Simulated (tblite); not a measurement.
Species: C₇H₁₄SSi.
Cartesian coordinates in Å at the GFN2-xTB level; atoms count from 1:
```
atom  x, y, z in Å
Si1    3.6719    0.5722    0.5580
S2     2.2744    1.2637   -0.9083
C3     0.7764    0.5561   -0.2260
C4    -0.0779    1.3488    0.4038
C5    -1.3832    0.8818    0.9736
C6    -2.3334    0.3347   -0.0976
C7    -1.9862   -1.0797   -0.5571
C8    -0.6694   -1.1889   -1.3222
C9     0.5669   -0.9076   -0.4622
H10    3.6637   -0.8874    0.5710
H11    4.9321    1.1186    0.0910
H12    3.2530    1.0864    1.8564
H13    0.1543    2.3989    0.5033
H14   -1.2033    0.0986    1.7167
H15   -1.8637    1.7196    1.4808
H16   -3.3463    0.3202    0.3129
H17   -2.3316    1.0084   -0.9569
H18   -1.9507   -1.7403    0.3137
H19   -2.7902   -1.4384   -1.2054
H20   -0.6784   -0.5013   -2.1701
H21   -0.5872   -2.2043   -1.7179
H22    1.4453   -1.3153   -0.9654
H23    0.4589   -1.4179    0.5008
```

Computed with GFN2-xTB (tblite): harmonic, unscaled wavenumbers at the GFN2-xTB geometry, gas phase. Against measured fundamentals such values can be off by several per cent, at times by over 20. Modes of hydrogen on silicon can be 10 to 20 % off. One conformer, not necessarily the lowest.

Harmonic wavenumbers (cm⁻¹): 29.4, 65.9, 93.3, 121.0, 162.1, 214.4, 268.7, 323.4, 335.1, 355.9, 448.3, 499.1, 521.2, 531.6, 537.5, 583.8, 695.7, 740.1, 769.5, 794.2, 812.3, 824.3, 871.9, 887.2, 921.2, 967.8, 970.3, 996.2, 1079.4, 1099.6, 1114.2, 1139.5, 1149.2, 1209.8, 1226.9, 1250.1, 1256.7, 1294.1, 1330.3, 1337.1, 1350.3, 1358.5, 1366.2, 1462.7, 1475.6, 1480.2, 1486.6, 1498.2, 1701.0, 2288.7, 2311.3, 2376.2, 2930.6, 2938.3, 2953.8, 2959.6, 2962.7, 2974.7, 2984.5, 2987.0, 2990.6, 2992.4, 3080.4.

A = 2424, B = 634.3, C = 582.0 MHz; mass 158.059 u (most abundant isotopes); point group C1, symmetry number 1.

Zero-point energy?

½Σν̃ = 41369 cm⁻¹ = 118.28 kcal/mol.

What is S at 350 K and 1 bar for an ideal gas of classical rigid rotors and harmonic oscillators?

Translation 41.91, rotation 30.74, vibration 39.33: S = 112.0 cal/(mol K).

And Cp and H(350 K) − H(0)?

Cp = 50.09 cal/(mol K), of which vibrations give 42.14 (their classical limit is 63 R = 125.2); H(350 K) − H(0) = 9.95 kcal/mol without the zero-point energy, 7.17 from vibrations.

Blend soft modes into free rotors: weight 1/[1 + (100 cm⁻¹/ν̃)⁴] for the oscillator and the rest for a rotor with moment μB/(μ + B), μ = h/(8π²ν), B = 10⁻⁴⁴ kg m². What vibrational entropy results?

35.74 cal/(mol K) in place of 39.33, which changes −T·S at 350 K by +1.26 kcal/mol.

How do the functions run with temperature in this model?

```tsv
T (K)	S (cal/(mol K))	Cp (cal/(mol K))	H − H(0) (kcal/mol)	G − H(0) (kcal/mol)	ln q(vib)
150	81.8	25.0	2.48	-9.79	3.69
250	97.4	37.3	5.58	-18.77	6.56
298.15	104.5	43.5	7.52	-23.63	7.96
400	119.1	56.1	12.61	-35.02	10.96
600	145.8	75.8	25.92	-61.55	16.91
900	180.5	94.9	51.78	-110.64	25.53
```

q(vib) and H(0) count from the zero-point level.

Hindered rotation and anharmonicity are outside this model. Other conformers, if any are populated, would add a mixing term that is left out. The structure is chiral; the term R ln 2 for an equal mix with its mirror image is left out.
